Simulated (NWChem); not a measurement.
# Excited singlets of ClFSn by symmetry

```xyz
3

Sn    -0.5025     0.2357     0.0000
F      0.7969     1.7071     0.0000
Cl     1.0562    -1.5970     0.0000
```
Charge 0, spin multiplicity 1.

Everything below was run with NWChem. The geometry was optimised at B3LYP/def2-SVP with def2 effective core potentials on Sn, a minimum by its harmonic frequencies.

Basis set: def2-SVPD. Symmetry labels belong to the abelian group Cs used in the runs, with the axes of the coordinates shown. Entries are the lowest vertical excitation energy of each symmetry in eV (for CIS and TDDFT among the lowest few roots); a state of one symmetry need not have the same character in every method. Symmetries that some method's roots don't reach, or where a double excitation leads the EOM-CCSD root, are left out.

Effective core potentials replace the inner electrons of Sn; spin-orbit coupling is left out. The correlated methods keep 10 core orbitals frozen. B3LYP has NWChem's definition, with VWN1-RPA local correlation. The structure started from a generated list of species. Coupled-cluster values serve here as a point of comparison, not as the truth.

```tsv
method	a"	a'
CIS	4.91	6.76
TD-PBE	3.77	4.45
TD-B3LYP	4.09	4.79
TDA-BHandHLYP	4.59	5.55
EOM-CCSD	…	…
```

### Question
What belongs in the gaps?

### Answer

- EOM-CCSD, a": 4.47
- EOM-CCSD, a': 5.61
